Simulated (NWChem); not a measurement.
Species: GeSiH6O2; SMILES O[SiH2][O][GeH3]

```xyz
10

O      0.8727    -2.2825     0.3835
Si    -0.5775    -1.6630    -0.1407
O     -0.4325    -0.1130    -0.6944
Ge     0.0346     1.4418     0.0407
H      1.5387    -2.4495    -0.2898
H     -1.1202    -2.4562    -1.2799
H     -1.4608    -1.7208     1.0549
H     -0.7196     2.5241    -0.7442
H      1.5568     1.6076    -0.1072
H     -0.3768     1.4350     1.5252
```
Atoms are numbered in this order, from 1.

All runs use the structure optimised with PBE0/def2-SVP.

Question: Give the principal values of the shielding tensors (ppm) of O1, Si2, O3, Ge4 from PBE/pcSseg-1, GIAO (NWChem), with their diamagnetic and paramagnetic parts as GIAO splits them.

Answer: 
```csv
atom,σ11,σ22,σ33,isotropic,diamagnetic,paramagnetic
O1,204.0,270.6,301.8,258.8,390.4,-131.6
Si2,341.2,358.9,385.9,362.0,881.3,-519.3
O3,184.3,284.4,353.9,274.2,400.9,-126.7
Ge4,1228.1,1236.9,1583.2,1349.4,2757.0,-1407.6
```
